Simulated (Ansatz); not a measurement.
H₅BN, charge +1, singlet, at a GFN2-xTB geometry, with bond 5-2 at 1.5 times its length; HF/def2-SVP (Ansatz, a program for electronic structure).

The Ansatz input:
Ansatz 0.2 input:
```yaml
crystal:
  periodic: [false, false, false]
  atoms:
    - {symbol: B, position_ang: [0.88263881, 0.09284034, -0.00737737]}
    - {symbol: N, position_ang: [-0.61601020, -0.06784319, -0.00947475]}
    - {symbol: H, position_ang: [1.53748945, -0.85254254, 0.17141440]}
    - {symbol: H, position_ang: [1.32021174, 1.16097305, -0.15667069]}
    - {symbol: H, position_ang: [-1.08781193, 0.14870114, 1.44672563]}
    - {symbol: H, position_ang: [-0.92796378, -1.00605227, -0.28786176]}
    - {symbol: H, position_ang: [-1.10031533, 0.63180265, -0.58499732]}
basis:
  gaussian:
    orbitals: def2-SVP
hamiltonian:
  xc: hf
total_charge: 1
scf: {lower_state_search: standard}
magnetization: {spin_polarized: true}
```

Question: What does Ansatz print? Leave out banner, timings and long lists.

Answer: 
```
Functional definition: HF
691 factors; their error is unknown
mean field evaluation 1: about -2217.7633 eV, gradient 2.9e1 eV
mean field evaluation 2: about -2220.5579 eV, gradient 1.8e1 eV
mean field evaluation 4: about -2221.8704 eV, gradient 3.8e-1 eV
mean field evaluation 8: about -2221.8998 eV, gradient 3.2e-4 eV
mean field evaluation 16: about -2221.0979 eV, gradient 4.7e0 eV
mean field evaluation 32: about -2219.9435 eV, gradient 9.7e0 eV
mean field -2221.89980925 eV, -81.6533119322 hartree, gradient 9.1e-6 eV, S^2 0.000000; 0 other end points of the search recorded, 0 dependent functions left out
reference -2221.89980925 eV, -81.6533119322 hartree; 8, 8 occupied and 45, 45 virtual orbitals, 691 factors
Total energy: -2221.89980925 eV, -81.6533119322 hartree
```
